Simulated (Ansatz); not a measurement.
A run of Ansatz (development build ahead of 0.2.0) on quartet BeBSi at this shape:

```xyz
3

B     0.0000    0.0000    0.0000
Be    0.0000    0.0000    1.8700
Si    0.0000    0.0000   -2.0100
```

Its results:

| Quantity | Value |
| --- | --- |
| Converged | yes |
| Total energy | -328.08718 hartree |
| Spin squared of the determinant | 3.750 |
| Stability test | minimum among restricted orbitals |

Problem. Which input gives this output? Name the method, the orbitals and the basis set, and write the input.

Solution. ROHF in pcseg-2.

```yaml
crystal:
  periodic: [false, false, false]
  atoms:
    - { symbol: B, position_ang: [0.0, 0.0, 0.0] }
    - { symbol: Be, position_ang: [0.0, 0.0, 1.87] }
    - { symbol: Si, position_ang: [0.0, 0.0, -2.01] }
basis:
  gaussian: { orbitals: pcseg-2 }
magnetization:
  initial_magnetization: 3
hamiltonian:
  xc: hf
```

Caution: other spin multiplicities may lie lower.
